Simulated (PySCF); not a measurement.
Compound: C6H16OSi2.
Atom-mapped SMILES: `[CH3:1][CH:2]([CH3:3])[Si@@H:4]1[CH2:5][CH2:6][Si@H:7]([CH3:8])[O:9]1` (hydrogens: H10, H11, H12 on C1; H13 on C2; H14, H15, H16 on C3; H17 on Si4; H18, H19 on C5; H20, H21 on C6; H22 on Si7; H23, H24, H25 on C8)

The same species was optimised twice, with GFN2-xTB and with PBE0-D3(BJ)/def2-SVP (PySCF), and the same property calculations (PySCF, gas phase) were run on both structures.

```tsv
coordinate	GFN2-xTB	PBE0-D3(BJ)/def2-SVP	change
Si4–O9 (Å)	1.639	1.684	+0.045
Si7–O9 (Å)	1.643	1.684	+0.041
Si7–C8 (Å)	1.894	1.869	-0.025
C2–Si4 (Å)	1.897	1.881	-0.016
C6–Si7 (Å)	1.910	1.897	-0.013
C5–C6 (Å)	1.535	1.546	+0.011
Si4–C5 (Å)	1.906	1.898	-0.008
C2–C3 (Å)	1.524	1.528	+0.004
C1–C2 (Å)	1.525	1.527	+0.002
Si4–O9–Si7 (°)	119.1	115.6	-3.5
C1–C2–C3 (°)	110.3	112.4	+2.1
C2–Si4–C5 (°)	115.6	114.3	-1.3
C6–Si7–C8 (°)	114.6	113.4	-1.2
C5–Si4–O9 (°)	98.8	99.9	+1.1
C5–C6–Si7 (°)	107.6	106.5	-1.1
C2–Si4–O9 (°)	109.5	110.5	+1.0
C6–Si7–O9 (°)	98.8	99.8	+1.0
C1–C2–Si4–C5 (°)	170	170	0
```

Rotational constants: A = 2049, B = 712.0, C = 613.2 MHz (GFN2-xTB) against A = 2003, B = 719.4, C = 628.3 MHz (PBE0-D3(BJ)/def2-SVP). Point groups within 0.08 Å: C1 and C1.

On the GFN2-xTB structure: HOMO (eV) -7.67 [PBE0/pcSseg-1]; LUMO (eV) 1.01 [PBE0/pcSseg-1]; dipole (D) 1.54 [PBE0/pcSseg-1]; GIAO shielding of C1 (ppm) 166.8 [PBE0/pcSseg-1]; GIAO shielding of C2 (ppm) 165.9 [PBE0/pcSseg-1]; GIAO shielding of C3 (ppm) 169.8 [PBE0/pcSseg-1]; GIAO shielding of Si4 (ppm) 331.8 [PBE0/pcSseg-1]; GIAO shielding of C5 (ppm) 177.7 [PBE0/pcSseg-1]; GIAO shielding of C6 (ppm) 176.4 [PBE0/pcSseg-1]; GIAO shielding of Si7 (ppm) 336.0 [PBE0/pcSseg-1]; GIAO shielding of C8 (ppm) 186.7 [PBE0/pcSseg-1].

Task: What do these properties become on the PBE0-D3(BJ)/def2-SVP structure?

Result: 
```
                                    property          level  on GFN2-xTB  on PBE0-D3(BJ)/def2-SVP  change
                                   HOMO (eV)  PBE0/pcSseg-1        -7.67                    -7.69   -0.02
                                   LUMO (eV)  PBE0/pcSseg-1         1.01                     0.92   -0.09
                                  dipole (D)  PBE0/pcSseg-1         1.54                     1.76   +0.22
energy, GFN2-xTB geometry as zero (kcal/mol)  PBE0/pcSseg-1          0.0                     -3.7    -3.7
                  GIAO shielding of C1 (ppm)  PBE0/pcSseg-1        166.8                    165.8    -1.0
                  GIAO shielding of C2 (ppm)  PBE0/pcSseg-1        165.9                    165.3    -0.6
                  GIAO shielding of C3 (ppm)  PBE0/pcSseg-1        169.8                    168.4    -1.4
                 GIAO shielding of Si4 (ppm)  PBE0/pcSseg-1        331.8                    327.8    -4.0
                  GIAO shielding of C5 (ppm)  PBE0/pcSseg-1        177.7                    176.5    -1.2
                  GIAO shielding of C6 (ppm)  PBE0/pcSseg-1        176.4                    174.5    -1.9
                 GIAO shielding of Si7 (ppm)  PBE0/pcSseg-1        336.0                    333.3    -2.7
                  GIAO shielding of C8 (ppm)  PBE0/pcSseg-1        186.7                    184.2    -2.5
```

The heavy atoms differ by 0.093 Å rms after alignment. Among bonds between heavy atoms Si4–O9 changes most (+0.045 Å). Changes are differences of the printed values. Neither structure is proved a minimum here.
